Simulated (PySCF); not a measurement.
Mg(I)(SMe) (CH3IMgS), SMILES C[S][Mg][I].

The structure is a stationary point at PBE0-D3(BJ)/def2-SVP. The def2 effective core potentials stand for the cores of I; spin–orbit coupling is left out. The values are those of a single conformer.

These are PBE0-D3(BJ)/def2-SVP (PySCF) values and carry that method's errors.

Frequencies are harmonic and unscaled.

Estimate the vibrational spectrum. (Estimate from the structure and the level; the computed values follow.)


```
mode  ν (cm⁻¹)  IR (km/mol)  moving atoms (share of kinetic energy)
----  --------  -----------  --------------------------------------
1           61          8.7          Mg 38 %, C 37 %, H 16 %, I 8 %
2           67          2.3                         H 87 %, Mg 11 %
3          109         26.4                 Mg 70 %, S 16 %, H 11 %
4          157         16.8         Mg 42 %, C 23 %, S 17 %, I 10 %
5          222          4.0                 S 57 %, I 21 %, Mg 17 %
6          515        106.5                         Mg 76 %, S 21 %
7          721          7.3                   C 59 %, S 31 %, H 9 %
8          954          7.1                          H 84 %, C 14 %
9          967          9.3                          H 83 %, C 15 %
10        1335         19.8                          H 87 %, C 13 %
11        1453          7.8                                  H 95 %
12        1459          7.5                                  H 95 %
13        3066         26.9                                  H 98 %
14        3175          2.9                          H 90 %, C 10 %
15        3177          0.8                          H 90 %, C 10 %
```
